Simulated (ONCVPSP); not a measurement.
## Which change was made? (C, ONCV)

| Item | Value |
| --- | --- |
| Element | C (Z = 6) |
| Generator | ONCVPSP 4.0.1 |
| Type | optimised norm-conserving Vanderbilt (ONCV) |
| Functional | PBE |
| Relativity | non-relativistic |
| Frozen core | [He] |
| Valence charge | 4 |
| Reference configuration | 2s2 2p2 |
| Partial waves | 2s: rc 0.95 bohr, ncon 4, nbas 8, qcut 8.2 1/bohr, local; 2p: rc 1.85 bohr, ncon 4, nbas 8, qcut 7.3 1/bohr, 3 projectors, debl 0.3 Ha |
| Local potential | the s channel |
| Core correction | Teter function, fcfact 4.75, rcfact 1.35 |

Cutoffs, loose and tight: the cutoffs (Ha) at which the residual kinetic energy of the hardest occupied pseudo-wave falls to 1 and 0.1 mHa per electron. They do not see the model core or the augmentation charge, which bear on the density cutoff. Test errors are all-electron minus pseudo excitation energies from the reference, over the configurations 2s2 2p1; 2s2 2p0; 2s1 2p0; 2s2 2p1.5; variants that change the core or the reference have their own tests.

The base gives: outcome: generated; cutoff, loose: 21 Ha; cutoff, tight: 27 Ha; bound ghosts: none; GHOST(+) flags above zero: none; largest test error (meV): +520.

(1) After one change the result is: outcome: generated; cutoff, loose: 21 Ha; cutoff, tight: 27 Ha; bound ghosts: none; GHOST(+) flags above zero: none; largest test error (meV): +1222. Which change was it?
A. p: rc 1.5
B. p: rc 2.36
C. p: rc 2.74

Answers

(1) C. The others give: p: rc 2.36 → outcome: generated; cutoff, loose: 21 Ha; cutoff, tight: 27 Ha; bound ghosts: none; GHOST(+) flags above zero: none; largest test error (meV): +822 | p: rc 1.5 → outcome: generated; cutoff, loose: 21 Ha; cutoff, tight: 27 Ha; bound ghosts: none; GHOST(+) flags above zero: p; largest test error (meV): +378.
